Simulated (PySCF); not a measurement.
**Strontium: a sound run and one with changed settings**

Sound run: Sr+ [Kr] 5s1, Sr(2+) [Kr]. Calculation: PySCF 2.14, in x2c-TZVPall; the spin-free X2C one-electron Hamiltonian (Gaussian nucleus). The sound run starts from symmetry-adapted Hartree-Fock orbitals and uses a fine grid where one is needed.

Changed run: radial step 0.8 in ln r (0.13 in the sound run). This setting is unsound on purpose.

```
species  method  sound run (hartree)  changed run (hartree)  converged
    Sr+     UHF          -3177.14513            -3177.14513        yes
    Sr+     PBE          -3178.64827            -3178.37536        yes
    Sr+    MN15          -3180.99708            -3181.85793        yes
 Sr(2+)     UHF          -3176.76108            -3176.76108        yes
 Sr(2+)     PBE          -3178.23745            -3177.96104        yes
 Sr(2+)    MN15          -3180.59873            -3181.45140        yes
```

Ionisation energy of Sr+:

```tsv
method	sound run (eV)	changed run (eV)
UHF	10.451	10.451
PBE	11.179	11.274
MN15	10.840	11.062
```

A coarse radial grid mis-integrates the density and the exchange-correlation energy, with errors of either sign; Hartree-Fock needs no grid.

For comparison, NIST gives 11.030 eV between the lowest levels.
